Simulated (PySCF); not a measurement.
Several molecules and their computed UV-vis stick spectra, shuffled. Computed, not measured: TDDFT CAM-B3LYP/def2-SVPD, vertical, gas phase, core orbitals frozen in the response in PySCF. Geometries: PBE0-D3(BJ)/def2-SVP; one conformer of each isolated species. Triplets are in the Tamm–Dancoff approximation. Atoms past krypton carry core potentials; spin–orbit coupling is left out.

A. `C[C@@H]1CC2(CC2)[C@H]1B(O)O`
B. `FC(F)O[BH2-][PH3+]`
C. `C1(CO)CC1`
D. `[Cl][Zr]([Cl])([Cl])[c]1ccccc1`

Lowest singlet levels (six at most, fewer where fewer were computed) with oscillator strengths:

1. 171 nm (f 0.036); 166 nm (f 0.028); 165 nm (f 0.012); 158 nm (f 0.004); 158 nm (f 0.146); 154 nm (f 0.022); T1 6.61 eV
2. 173 nm (f 0.009); 153 nm (f 0.008); 152 nm (f 0.007); 149 nm (f 0.030); 147 nm (f 0.013); 146 nm (f 0.031); T1 6.85 eV
3. 284 nm (f 0.001); 270 nm (f 0.002); 264 nm (f 0.012); 258 nm (f 0.235); 253 nm (f 0.001); 233 nm (f 0.002); T1 3.63 eV
4. 176 nm (f 0.015); 168 nm (f 0.012); 161 nm (f 0.029); 159 nm (f 0.018); 158 nm (f 0.019); 155 nm (f 0.013); T1 6.92 eV

Question: Match each spectrum to its molecule.

Answer: 1 = B, 2 = C, 3 = D, 4 = A.
- A: S1 at 7.03 eV, HOMO→LUMO (75%), HOMO→LUMO+1 (18%); Löwdin shares by element: HOMO carbon 60% or more (atoms not listed hold the other 40%); LUMO boron 38%, oxygen 25%, hydrogen 9% or more (atoms not listed hold the other 29%); HOMO -8.90 and LUMO 0.66 eV.
- B: S1 at 7.23 eV, HOMO→LUMO (42%), HOMO→LUMO+1 (38%), HOMO→LUMO+3 (9%); Löwdin shares by element: HOMO oxygen 36%, phosphorus 20%, boron 16%, hydrogen 11% or more (atoms not listed hold the other 16%); LUMO hydrogen 31% or more, phosphorus 29%, boron 17% (atoms not listed hold the other 23%); HOMO -9.54 and LUMO 0.70 eV.
- C: S1 at 7.16 eV, HOMO→LUMO (79%); Löwdin shares by element: HOMO oxygen 53%, carbon 24% or more, hydrogen 7% or more (atoms not listed hold the other 17%); LUMO hydrogen 28% or more, oxygen 22%, carbon 17% or more (atoms not listed hold the other 33%); HOMO -9.32 and LUMO 1.33 eV.
- D: S1 at 4.37 eV, HOMO-2→LUMO (94%); for S1 the Löwdin share of zirconium is 22% in HOMO-2 and 55% in LUMO; HOMO -9.02 and LUMO -1.56 eV; point group Cs.
A and C have S1 within 0.13 eV of each other; their strongest listed levels stand at 7.68 eV (f 0.029) and 8.49 eV (f 0.031).
B and C have S1 within 0.08 eV of each other; their strongest listed levels stand at 7.86 eV (f 0.146) and 8.49 eV (f 0.031).

Without π bonds the low states are Rydberg-like; a valence basis with one diffuse set may place them up to an eV too high.
